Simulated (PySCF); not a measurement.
## Structure from NMR data

An unknown has the formula C₂H₉ClO₂Si₂. Its calculated NMR data are:

1H NMR (400 MHz, computed): δ 5.26 (s, 3H), 4.85 (s, 2H), 4.20 (t, 2H), 3.62 (t, 2H).

13C{1H} NMR (computed): δ 67.3 (CH2), 46.7 (CH2).

PySCF 2.14 calculation with NMR shieldings at PBE0/pcSseg-1/GIAO and geometry from GFN2-xTB; one averaged value for each set of equivalent atoms, a single conformation, relativity neglected, in vacuum.

Scale: 1H (σref 31.72), 13C (σref 186.93) vs TMS (reference shieldings calculated alike).

Q: Deduce the structure.

A: 
1. Rings plus π bonds: 0.
2. 2 carbon signals for 2 carbons: no two carbons are equivalent.
3. Carbon types of the structure: 2 × CH2, leaving 5 H on heteroatoms.
4. δC 67.3: sp3 CH2 bonded to O; deshielded by the electronegative neighbour.
5. δC 46.7: sp3 CH2 bonded to Cl; the inductive effect lowers its shielding.
6. δH 5.26: hydrogen on a silicon bonded to O.
7. δH 4.85: hydrogen on a silicon bonded to 2 O.
8. δH 4.20: hydrogen on an sp3 CH2 bonded to O; its carbon carries O, which withdraws density.
9. δH 3.62: hydrogen on an sp3 CH2 bonded to Cl; its carbon carries Cl, hence the downfield position.

Structure: SMILES [SiH3]O[SiH2]OCCCl.

This is the structure that produced the data.

Carbons that carry Cl, above all several Cl atoms, come out too deshielded, partly because spin–orbit coupling is missing. Shifts are as computed. Against solution values, carbons near 30 ppm lie about +3 ppm off and those near 130 ppm about +5 ppm; carbons on Cl a further +6 ppm. Of 1309 compounds with measured shifts, 239 miss one by over three times the rms of a fit or turn the order of signals round; such compounds aren't used in these exercises. No couplings were computed; multiplicities are counted from neighbouring protons, with m where these are inequivalent, close in shift, in a saturated or five-membered ring or joined by F or P, and br s for small geminal =CH2 splittings.
